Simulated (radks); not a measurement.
These are the eigenvalues of the occupied orbitals of an atom or ion with whole-number occupations (hartree). Method: Dirac Kohn-Sham, PBEsol, spin-unpolarised, spherical densities, finite nucleus; Fermi nuclear charge, rms radius of each element as measured or else 0.836 A^(1/3) + 0.57 fm; computed with a radial shooting solver on a logarithmic mesh with Libxc functionals.

| orbital | eigenvalue |
|---|---|
| 1s1/2 | -161.3621 |
| 2s1/2 | -17.40279 |
| 2p1/2 | -14.36651 |
| 2p3/2 | -14.19625 |
| 3s1/2 | -2.01599 |
| 3p1/2 | -1.24488 |
| 3p3/2 | -1.22610 |
| 4s1/2 | -0.15385 |
| 3d3/2 | -0.11977 |

Which element is it, and in what charge state? The configuration may be excited. Open shells, if any, fill j = l - 1/2 first.

Answer. Z = 21, scandium, charge 0: Sc in [Ar] 3d1 4s2. The list shows which subshells hold electrons but not how many an open one holds; the 1s level, -161.36 hartree, gives Z - s = 18.0 by -(Z - s)^2/2, which with screening and relativity narrows Z to a few neighbours, and the depths of the outer levels then fix element, charge and occupations together.
